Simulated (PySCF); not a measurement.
Isomers of C4H9OPSi. Method: PySCF 2.14.0, PBE0-D3(BJ)/def2-SVP geometry optimisation, gas phase. Energies are electronic, without zero-point or thermal terms, for one conformer each. No frequencies were run at this level. Point groups hold within 0.08 Å.

Question: Rank from lowest to highest electronic energy at this level (kcal/mol).
A. `[O:1]=[P@@H:2]1[CH:3]=[C:4]([SiH3:5])[CH2:6][CH2:7]1` with O1–P2–C3–C4 -133°, C3–C4–C6–C7 13°, C4–C6–C7–P2 -18°, O1–P2–C7–C6 141°
B. `[CH2:1]=[CH:2][C@@H:3]1[C@H:4]([SiH3:5])[P@H:6]1=[O:7]` with C1–C2–C3–C4 -146°

Answer: A (0.0), B (31.8).

As drawn, the higher has a three-membered ring, which the lower lacks.

| SMILES | E (Eh) | E rel (kcal/mol) | dipole (D) | point group | A, B, C (MHz) |
| --- | --- | --- | --- | --- | --- |
| O=[P@@H]1C=C([SiH3])CC1 | -863.02117 | 0.0 | 4.26 | C1 | 4305, 988.7, 850.5 |
| C=C[C@@H]1[C@H]([SiH3])[P@H]1=O | -862.97049 | 31.8 | 3.21 | C1 | 1745, 1572, 899.2 |

How do the relative energies change in single points at PBE0/pcSseg-1 (no added dispersion term) on the same geometries?

```json
{"SMILES": "O=[P@@H]1C=C([SiH3])CC1", "PBE0-D3(BJ)/def2-SVP (kcal/mol)": "0.0", "PBE0/pcSseg-1 (kcal/mol)": "0.0", "shift": "0.0"}
{"SMILES": "C=C[C@@H]1[C@H]([SiH3])[P@H]1=O", "PBE0-D3(BJ)/def2-SVP (kcal/mol)": "31.8", "PBE0/pcSseg-1 (kcal/mol)": "32.0", "shift": "+0.2"}
```

Each column counts from its own lowest isomer. The order is unchanged; the largest shift is 0.2 kcal/mol.
